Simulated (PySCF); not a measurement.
W(O)2(F)(NH2) (FH2NO2W), SMILES [NH2][W](=[O])(=[O])[F], multiplicity 1.

Coordinates come from a PBE0-D3(BJ)/def2-SVP optimisation. The spin state was assumed, not searched. The structure was generated by enumeration; whether it is a known compound was not checked. The def2 effective core potentials stand for the cores of W; spin–orbit coupling is left out. One conformer was computed; it need not be the lowest.

The numbers are results of TDA-ωB97X/def2-SVPD (PySCF 2.14.0), not measurements.

Vertical excitations. The molecule is in vacuum. State labels are in the subgroup Cs.

### Question
List the lowest excited states. (An estimate is asked for; the answer gives what the named calculation found.)

### Answer

```
state  symmetry  energy (eV)  λ (nm)      f                                            main pairs
-----  --------  -----------  ------  -----  ----------------------------------------------------
S1           A'         5.40     230  0.001                                      HOMO−1→LUMO 97 %
S2           A"         5.75     216  0.000                    HOMO→LUMO 67 %, HOMO−1→LUMO+1 30 %
S3           A"         6.02     206  0.008  HOMO−1→LUMO+1 57 %, HOMO→LUMO 24 %, HOMO−2→LUMO 16 %
S4           A'         6.32     196  0.080                  HOMO→LUMO+1 73 %, HOMO−2→LUMO+1 12 %
S5           A"         6.74     184  0.010                    HOMO−2→LUMO 53 %, HOMO−3→LUMO 18 %
S6           A'         6.79     183  0.007                                    HOMO−2→LUMO+1 77 %
S7           A"         6.90     180  0.000                                    HOMO−1→LUMO+3 78 %
S8           A"         7.23     171  0.005                                      HOMO−3→LUMO 65 %
S9           A'         7.35     169  0.005                    HOMO→LUMO+3 61 %, HOMO−4→LUMO 20 %
S10          A"         7.40     168  0.000                                    HOMO−4→LUMO+1 89 %
T1           A'         5.03     246      0                                      HOMO−1→LUMO 91 %
T2           A'         5.24     237      0                                      HOMO→LUMO+1 90 %
T3           A"         5.25     236      0  HOMO→LUMO 55 %, HOMO−1→LUMO+1 20 %, HOMO−2→LUMO 13 %
T4           A"         5.49     226      0                    HOMO−1→LUMO+1 69 %, HOMO→LUMO 22 %
```
Triplets are in the Tamm–Dancoff approximation.
